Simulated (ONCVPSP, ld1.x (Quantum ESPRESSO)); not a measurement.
Potentials for bromine (Br) compared

Generated with ld1.x 7.5 (TM, RRKJ, ultrasoft, PAW), atompaw 4.2 or ONCVPSP 4.0.1. The cutoff is in Ry: for ld1.x and atompaw files where the sum of valence levels is converged to 10 mRy in a Bessel basis, for ONCV files where the hardest occupied wave has 1 mHa per electron of residual kinetic energy. The error is the largest all-electron minus pseudo excitation energy over each file’s own four to seven test configurations (ionisations up to +4, promotions, holes and added fractions of an electron), all of which were solved. The labels leave out finer settings (local radius, basis sizes, second energies), which also bear on the numbers. Spin-polarised tests are not counted. The rows are a selection from randomly drawn settings: files with unsolved tests, undetermined cutoffs or missed reference levels are left out.

A true bound ghost makes a file unfit for plane-wave use even where its test errors are small: the radial tests pick states by their node count and pass the ghost by.

| potential | cutoff (Ry) | largest error (meV) | bound ghosts |
| --- | --- | --- | --- |
| ONCV, PBEsol, scalar-relativistic, rc 1.40/1.50/1.00 (spd), local smoothed, core correction yes, reference 3d10 4s2 4p4, qcut 4.6/4.6/15.9, projectors 2/2/1 | 206 | -3.5 | s |
| TM, PBEsol, scalar-relativistic, rc 1.35/1.15/1.40 (spd), local smoothed, core correction yes, reference 4s2 4p4.75 | 100 | +24 | s |
| TM semilocal, BLYP, scalar-relativistic, rc 1.35/1.35/1.15 (spd), local s, core correction yes, reference 4s1.75 4p5.25 | 55 | -9.0 | none |
| ONCV, PBEsol, scalar-relativistic, rc 0.90/1.05/1.10 (spd), local smoothed, core correction yes, reference 3s2 3p6 3d10 4s1.75 4p5.25, qcut 10.1/12.7/11.5, projectors 2/2/2 | 263 | -275 | none |
| ONCV, PBE, scalar-relativistic, rc 1.40/1.50/0.55 (spd), local smoothed, core correction yes, reference 3d10 4s1.5 4p5.5, qcut 4.1/5.1/15.8, projectors 2/2/2 | 1500 | -7.7 | s, p |

**Question.** Fill in the row for Br: ONCV, LDA (Perdew-Zunger), scalar-relativistic, rc 1.45/1.35/0.65 (spd), local smoothed, core correction no, reference 3d10 4s2 4p3, qcut 4.8/5.5/28.7, projectors 3/2/3.

**Answer.** cutoff 558 Ry, largest error -1007 meV, bound ghosts: s.

**Question.** Fill in the row for Br: TM, LDA (PZ), scalar-relativistic, rc 1.30/1.45 (sp), local s, core correction yes, reference 4s2 4p5.

**Answer.** cutoff 50 Ry, largest error -100 meV, bound ghosts: p.
